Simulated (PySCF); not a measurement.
Compound: Ag(NH3)Cl (singlet state).
Bonds: Ag1–N2, Ag1–Cl6. Hydrogens: H3, H4, H5 on N2.

Theory: PBE0-D3(BJ)/def2-SVP geometry optimisation, gas phase, def2 core potentials past Kr in PySCF.

(1) What internal coordinates does the optimisation give?

Results:

(1) 
| bond | length (Å) |
| --- | --- |
| Ag1–N2 | 2.170 |
| Ag1–Cl6 | 2.281 |
| N2–H3, N2–H4, N2–H5 | 1.020 |

Bonds in one row agree within 0.01 Å and their mean is given. A selection of angles:
| angle | degrees |
| --- | --- |
| N2–Ag1–Cl6 | 179.7 |
| Ag1–N2–H3 | 112.1 |
| H3–N2–H4 | 107.0 |

N2 (nitrogen bonded to Ag and 3 H) is tetrahedral (angles from 107.0° to 112.1°). Ag1 (silver bonded to Cl and N) is linear (angle 179.7°).

Point group: C3v (every atom within 0.08 Å of its image). Stationary, but not proved a minimum.

On one thread of an Arm Neoverse V2, on a shared host, this took 11 s. This is the geometry optimisation.
